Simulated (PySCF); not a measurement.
PySCF input for 1,3-azasiletidine (C2H7NSi), SMILES [SiH2]1CNC1, TDA-PBE/def2-SVPD. The structure is a stationary point at PBE0-D3(BJ)/def2-SVP.

```python
import numpy as np
from pyscf import gto, scf, dft, tdscf

mol = gto.M(
    atom='''
    C    -0.44378539    0.12522256   -1.16065924
    N    -1.24799101   -0.26911983    0.00000000
    C    -0.44378537    0.12522256    1.16065924
    Si    1.05366992   -0.03987423   -0.00000000
    H    -0.55166593   -0.54229823   -2.03090544
    H    -0.59235538    1.17185566   -1.50254714
    H    -2.21676870    0.04415453    0.00000001
    H    -0.59235537    1.17185565    1.50254715
    H    -0.55166591   -0.54229823    2.03090543
    H     2.10972068    1.01895226   -0.00000001
    H     1.70507338   -1.38281429   -0.00000002
    ''',
    basis='def2-SVPD',
    charge=0,
    spin=0,
    symmetry=True,
    max_memory=1600,
    verbose=4,
)
mf = dft.RKS(mol, xc='pbe').density_fit(auxbasis='def2-universal-jkfit')
mf.grids.level = 3
mf.conv_tol = 1e-9
mf.max_cycle = 100
mf.kernel()
mf.grids = dft.Grids(mol).set(level=1).build(with_non0tab=True)  # coarser grid for the response kernel
td = tdscf.TDA(mf)
td.singlet = True
td.nstates = 10
td.conv_tol = 1e-4
td.positive_eig_threshold = 1e-6
td.kernel(x0=td.get_init_guess(mf, 15))
td.analyze()
tt = tdscf.TDA(mf)
tt.singlet = False
tt.nstates = 4
tt.conv_tol = 1e-4
tt.positive_eig_threshold = 1e-6
tt.kernel(x0=tt.get_init_guess(mf, 9))
tt.analyze(verbose=3)
```

Program output:

```
PySCF version 2.14.0

[INPUT] verbose = 4
[INPUT] num. atoms = 11
[INPUT] num. electrons = 40
[INPUT] charge = 0
[INPUT] spin (= nelec alpha-beta = 2S) = 0
[INPUT] symmetry True subgroup None
[INPUT] Mole.unit = angstrom
[INPUT] Symbol           X                Y                Z      unit          X                Y                Z       unit  Magmom
[INPUT]  1 C     -0.443785390000   0.125222560000  -1.160659240000 AA   -0.838632845183   0.236636343017  -2.193328087546 Bohr   0.0
[INPUT]  2 N     -1.247991010000  -0.269119830000   0.000000000000 AA   -2.358361214819  -0.508562773390   0.000000000000 Bohr   0.0
[INPUT]  3 C     -0.443785370000   0.125222560000   1.160659240000 AA   -0.838632807389   0.236636343017   2.193328087546 Bohr   0.0
[INPUT]  4 Si     1.053669920000  -0.039874230000   0.000000000000 AA    1.991147574492  -0.075351374128   0.000000000000 Bohr   0.0
[INPUT]  5 H     -0.551665930000  -0.542298230000  -2.030905440000 AA   -1.042497519953  -1.024795132536  -3.837855066489 Bohr   0.0
[INPUT]  6 H     -0.592355380000   1.171855660000  -1.502547140000 AA   -1.119389436613   2.214486254921  -2.839402583849 Bohr   0.0
[INPUT]  7 H     -2.216768700000   0.044154530000   0.000000010000 AA   -4.189085724508   0.083439968859   0.000000018897 Bohr   0.0
[INPUT]  8 H     -0.592355370000   1.171855650000   1.502547150000 AA   -1.119389417715   2.214486236024   2.839402602746 Bohr   0.0
[INPUT]  9 H     -0.551665910000  -0.542298230000   2.030905430000 AA   -1.042497482159  -1.024795132536   3.837855047592 Bohr   0.0
[INPUT] 10 H      2.109720680000   1.018952260000  -0.000000010000 AA    3.986794284531   1.925540705407  -0.000000018897 Bohr   0.0
[INPUT] 11 H      1.705073380000  -1.382814290000  -0.000000020000 AA    3.222121710486  -2.613140289235  -0.000000037795 Bohr   0.0

nuclear repulsion = 170.693283618935
point group symmetry = Cs
symmetry origin: [ 9.44862977e-10  1.88972612e-09 -9.44863066e-10]
symmetry axis x: [1.00000000e+00 2.25601067e-09 8.70255880e-09]
symmetry axis y: [ 2.25601067e-09 -1.00000000e+00  9.13290666e-10]
symmetry axis z: [ 8.7025588e-09 -9.1329031e-10 -1.0000000e+00]
num. orbitals of irrep A' = 85
num. orbitals of irrep A" = 55
number of shells = 62
number of NR pGTOs = 202
number of NR cGTOs = 140
basis = def2-SVPD
ecp = {}


******** <class 'pyscf.df.df_jk.DFSymAdaptedRKS'> ********
method = DFSymAdaptedRKS
initial guess = minao
damping factor = 0
level_shift factor = 0
DIIS = <class 'pyscf.scf.diis.CDIIS'>
diis_start_cycle = 1
diis_space = 8
diis_damp = 0
SCF conv_tol = 1e-09
SCF conv_tol_grad = None
SCF max_cycles = 100
direct_scf = False
XC library pyscf.dft.libxc version 7.1.2
    S. Lehtola, C. Steigemann, M. J. T. Oliveira, and M. A. L. Marques,  SoftwareX 7, 1–5 (2018)
XC functionals = pbe
    J. P. Perdew, K. Burke, and M. Ernzerhof,  Phys. Rev. Lett. 77, 3865 (1996)
    J. P. Perdew, K. Burke, and M. Ernzerhof,  Phys. Rev. Lett. 78, 1396 (1997)
    J. P. Perdew, K. Burke, and M. Ernzerhof,  Phys. Rev. Lett. 77, 3865 (1996)
    J. P. Perdew, K. Burke, and M. Ernzerhof,  Phys. Rev. Lett. 78, 1396 (1997)
radial grids:
    Treutler-Ahlrichs [JCP 102, 346 (1995); DOI:10.1063/1.469408] (M4) radial grids

becke partition: Becke, JCP 88, 2547 (1988); DOI:10.1063/1.454033
pruning grids: <function nwchem_prune>
grids dens level: 3
symmetrized grids: True
atomic radii adjust function: <function treutler_atomic_radii_adjust>
small_rho_cutoff = 0
Freeze 0 electrons in irreps []
    40 free electrons in irreps A' A"
Set gradient conv threshold to 3.16228e-05
Initial guess from minao.
tot grids = 129976
init E= -424.269211384602
HOMO (A') = -0.272703869965144  LUMO (A") = -0.0577280166037157  gap/eV = 5.84979
cycle= 1 E= -424.054610065887  delta_E= 0.215  |g|= 0.457  |ddm|= 4.44
HOMO (A') = -0.0910268545764463  LUMO (A") = 0.00337229521546067  gap/eV = 2.56873
cycle= 2 E= -423.891138493274  delta_E= 0.163  |g|= 0.894  |ddm|= 3.46
HOMO (A') = -0.194281114334668  LUMO (A") = -0.0162571354858492  gap/eV = 4.84428
cycle= 3 E= -424.113262696331  delta_E= -0.222  |g|= 0.0908  |ddm|=  2.3
HOMO (A') = -0.183933775569375  LUMO (A") = -0.021115302831487  gap/eV = 4.43052
cycle= 4 E= -424.115069596316  delta_E= -0.00181  |g|= 0.0445  |ddm|= 0.178
HOMO (A') = -0.187498592541472  LUMO (A") = -0.0213187404522501  gap/eV = 4.52198
cycle= 5 E= -424.115466875513  delta_E= -0.000397  |g|= 0.0108  |ddm|= 0.115
HOMO (A') = -0.187611815693103  LUMO (A") = -0.021117571171021  gap/eV = 4.53054
cycle= 6 E= -424.115500208018  delta_E= -3.33e-05  |g|= 0.00135  |ddm|= 0.0338
HOMO (A') = -0.187607691498966  LUMO (A") = -0.0210698919097538  gap/eV = 4.53172
cycle= 7 E= -424.115500752177  delta_E= -5.44e-07  |g|= 0.000303  |ddm|= 0.00349
HOMO (A') = -0.187596012199571  LUMO (A") = -0.0210823247613279  gap/eV = 4.53107
cycle= 8 E= -424.115500785599  delta_E= -3.34e-08  |g|= 4.55e-05  |ddm|= 0.000733
HOMO (A') = -0.187601094384087  LUMO (A") = -0.0210825935176469  gap/eV = 4.53120
cycle= 9 E= -424.115500786483  delta_E= -8.84e-10  |g|= 8.85e-06  |ddm|= 0.000143
HOMO (A') = -0.1876027189172  LUMO (A") = -0.0210834793769106  gap/eV = 4.53122
Extra cycle  E= -424.115500786486  delta_E= -2.39e-12  |g|= 9.29e-06  |ddm|= 4.63e-05
converged SCF energy = -424.115500786486
tot grids = 39200
Overwritten attributes  positive_eig_threshold  of <class 'pyscf.tdscf.rks.TDA'>


******** <class 'pyscf.tdscf.rks.TDA'> for <class 'pyscf.df.df_jk.DFSymAdaptedRKS'> ********
nstates = 10 singlet
deg_eia_thresh = 1.000e-03
wfnsym = None
conv_tol = 0.0001
eigh lindep = 1e-12
eigh level_shift = 0
eigh max_cycle = 100


Excitation energies (eV)
[4.54984563 5.15770611 5.49895324 5.99670139 6.36411378 6.64019433
 6.65158064 6.80242539 6.97962897 7.12147589]

** Singlet excitation energies and oscillator strengths **
Excited State   1:   A"      4.54985 eV    272.50 nm  f=0.0008
      20 -> 21       -0.70685
Excited State   2:   A'      5.15771 eV    240.39 nm  f=0.0077
      20 -> 22       -0.70115
Excited State   3:   A'      5.49895 eV    225.47 nm  f=0.0019
      20 -> 23       -0.70181
Excited State   4:   A'      5.99670 eV    206.75 nm  f=0.0033
      20 -> 24        0.69344
      20 -> 25       -0.10704
Excited State   5:   A'      6.36411 eV    194.82 nm  f=0.0071
      20 -> 25        0.69459
Excited State   6:   A'      6.64019 eV    186.72 nm  f=0.0387
      20 -> 26       -0.69780
Excited State   7:   A"      6.65158 eV    186.40 nm  f=0.0023
      20 -> 27       -0.70595
Excited State   8:   A"      6.80243 eV    182.26 nm  f=0.0156
      18 -> 21        0.68140
      19 -> 22       -0.15237
Excited State   9:   A'      6.97963 eV    177.64 nm  f=0.1010
      18 -> 22        0.11126
      19 -> 21       -0.66577
Excited State  10:   A"      7.12148 eV    174.10 nm  f=0.0443
      18 -> 21       -0.13793
      19 -> 22       -0.68306

** Transition electric dipole moments (AU) **
state          X           Y           Z        Dip. S.      Osc.
  1         0.0000      0.0000      0.0844      0.0071      0.0008
  2         0.1400      0.2035      0.0000      0.0610      0.0077
  3        -0.0346     -0.1140      0.0000      0.0142      0.0019
  4        -0.0354     -0.1455     -0.0000      0.0224      0.0033
  5        -0.1254      0.1728     -0.0000      0.0456      0.0071
  6         0.0535      0.4850      0.0000      0.2381      0.0387
  7         0.0000      0.0000      0.1184      0.0140      0.0023
  8        -0.0000      0.0000      0.3062      0.0937      0.0156
  9         0.7645     -0.0806      0.0000      0.5909      0.1010
 10        -0.0000     -0.0000     -0.5037      0.2537      0.0443

** Transition velocity dipole moments (imaginary part, AU) **
state          X           Y           Z        Dip. S.      Osc.
  1        -0.0000     -0.0000     -0.0014      0.0000      0.0000
  2        -0.0099      0.0032     -0.0000      0.0001      0.0004
  3         0.0013     -0.0364     -0.0000      0.0013      0.0044
  4         0.0083     -0.0070      0.0000      0.0001      0.0004
  5        -0.0038      0.0699     -0.0000      0.0049      0.0140
  6        -0.0209      0.0947      0.0000      0.0094      0.0257
  7         0.0000     -0.0000      0.0129      0.0002      0.0005
  8        -0.0000      0.0000      0.0284      0.0008      0.0022
  9         0.1217     -0.0084     -0.0000      0.0149      0.0387
 10         0.0000     -0.0000     -0.0827      0.0068      0.0174

** Transition magnetic dipole moments (imaginary part, AU) **
state          X           Y           Z
  1         0.2068      0.1172      0.0000
  2        -0.0000      0.0000     -0.4931
  3        -0.0000      0.0000     -0.5339
  4         0.0000      0.0000      0.2531
  5        -0.0000      0.0000      0.1861
  6         0.0000     -0.0000      0.1946
  7         0.4854     -0.2449     -0.0000
  8         0.0483      1.6573     -0.0000
  9        -0.0000      0.0000     -0.0466
 10        -0.0582     -0.7398     -0.0000


******** <class 'pyscf.tdscf.rks.TDA'> for <class 'pyscf.df.df_jk.DFSymAdaptedRKS'> ********
nstates = 4 triplet
deg_eia_thresh = 1.000e-03
wfnsym = None
conv_tol = 0.0001
eigh lindep = 1e-12
eigh level_shift = 0
eigh max_cycle = 100


Excitation energies (eV)
[4.48524476 4.9174417  5.37422541 5.8136672 ]

** Triplet excitation energies and oscillator strengths **
Excited State   1:   A"      4.48524 eV    276.43 nm  f=0.0000
Excited State   2:   A'      4.91744 eV    252.13 nm  f=0.0000
Excited State   3:   A'      5.37423 eV    230.70 nm  f=0.0000
Excited State   4:   A'      5.81367 eV    213.26 nm  f=0.0000
```

The run converged.
